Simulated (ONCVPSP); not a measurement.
Reading a pseudo-wave (tantalum (Ta))

Columns: radius, all-electron u(r) and pseudo u(r) of the 5p shell (level -37.84 eV) of tantalum in the configuration [Kr] 4d10 4f14 5s2 5p6 5d4 6s1; PBE, scalar-relativistic, ONCV scheme, ONCVPSP 4.0.1.

| r (bohr) | all-electron | pseudo |
| --- | --- | --- |
| 0.148 | 0.3481 | 0.0287 |
| 0.295 | -0.3307 | 0.1175 |
| 0.443 | -0.4567 | 0.2705 |
| 0.590 | 0.0235 | 0.4718 |
| 0.738 | 0.5289 | 0.6867 |
| 0.885 | 0.8520 | 0.8643 |
| 1.033 | 0.9962 | 0.9694 |
| 1.180 | 1.0111 | 0.9895 |
| 1.328 | 0.9490 | 0.9395 |
| 1.475 | 0.8492 | 0.8464 |
| 1.623 | 0.7353 | 0.7348 |
| 1.770 | 0.6234 | 0.6233 |
| 1.918 | 0.5196 | 0.5195 |
| 2.065 | 0.4286 | 0.4286 |
| 2.213 | 0.3501 | 0.3501 |
| 2.360 | 0.2845 | 0.2844 |
| 2.508 | 0.2296 | 0.2296 |
| 2.655 | 0.1849 | 0.1849 |
| 2.802 | 0.1484 | 0.1484 |
| 2.950 | 0.1186 | 0.1186 |
| 3.098 | 0.0945 | 0.0945 |
| 3.245 | 0.0753 | 0.0753 |
| 3.393 | 0.0598 | 0.0598 |
| 3.540 | 0.0475 | 0.0475 |
| 3.688 | 0.0376 | 0.0376 |
| 3.835 | 0.0298 | 0.0298 |

Task: How many radial nodes do the two functions have?

Result: The all-electron 5p function has n − l − 1 = 3 (the table is too coarse to show those close to the nucleus); the pseudo-wave has 0, since the states of the same l below it are removed with the core.

Task: At about which radius was the pseudo-wave matched?

Result: 1.85 bohr. The columns agree to 0.0005 from 1.62 bohr on; several derivatives are matched, so the curves merge somewhat inside the radius.

Task: Is the pseudo-wave norm-conserving?

Result: Yes: the ONCV scheme keeps the norm inside the radius equal to the all-electron one, which fixes the energy derivative of the logarithmic derivative at the level.
